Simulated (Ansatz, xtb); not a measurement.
CH4Br2Si: which of two isomers lies lower

Structure I is `BrC[SiH2]Br`, a singlet and structure II is `C[SiH](Br)Br`, a singlet. Both are isolated molecules in the gas phase, relaxed with PBE0-D3(BJ)/def2-SVP, each in the lowest conformer that the search found.

Quicker runs give these differences E(II) − E(I): GFN2-xTB −116.4 kJ/mol; HF/STO-3G −148.5 kJ/mol (at GFN2-xTB geometries); r2SCAN-D4/def2-SVP −163.2 kJ/mol (at GFN2-xTB geometries).

Q: Estimate E(II) − E(I) at the level CCSD(T)/def2-SVP + ΔMP2/def2-TZVPP.

A: Calculated at CCSD(T)/def2-SVP + ΔMP2/def2-TZVPP: E(II) − E(I) = −156.2 kJ/mol, so structure II lies lower.

Level by level:

```
                             level              geometry  E(II) − E(I) (kJ/mol)  departure from the last row (kJ/mol)  job, with rough time for the two
                          GFN2-xTB              GFN2-xTB                  −116.4                                 +39.8               optimisation, 0.1 s
                         HF/STO-3G              GFN2-xTB                  −148.5                                  +7.7              single point, 0.54 s
                r2SCAN-D4/def2-SVP              GFN2-xTB                  −163.2                                  −7.0               single point, 5.1 s
              PBE0-D3(BJ)/def2-SVP  PBE0-D3(BJ)/def2-SVP                  −161.7                                  −5.5                optimisation, 33 s
                       HF/def2-SVP  PBE0-D3(BJ)/def2-SVP                  −162.7                                  −6.5           part of the CCSD(T) run
                      MP2/def2-SVP  PBE0-D3(BJ)/def2-SVP                  −165.1                                  −8.9           part of the CCSD(T) run
                  CCSD(T)/def2-SVP  PBE0-D3(BJ)/def2-SVP                  −157.6                                  −1.4                      single point
CCSD(T)/def2-SVP + ΔMP2/def2-TZVPP  PBE0-D3(BJ)/def2-SVP                  −156.2                                                      single point, 48 s
```

As drawn, II has 1 Br–Si, 1 C–H in place of 1 C–Br, 1 Si–H.

The levels shown agree on the order. The largest departure from CCSD(T)/def2-SVP + ΔMP2/def2-TZVPP is that of GFN2-xTB, 39.8 kJ/mol. The last row adds to CCSD(T) the change of the MP2 difference between the two basis sets, here +1.4 kJ/mol.

With harmonic frequencies from PBE0-D3(BJ)/def2-SVP (ideal gas, rigid rotor, one conformer each, 298.15 K, 1 atm): the zero-point term adds +5.3 kJ/mol; ΔH is −150.4 and ΔG −150.2 kJ/mol.

The correlated steps freeze 24 core orbitals; the filled d shell of Br is correlated, in a basis made for valence electrons. Codes used: Ansatz 0.2.0, xtb 6.7.1; the last row on 2 threads of Arm Neoverse V2 on a shared host.
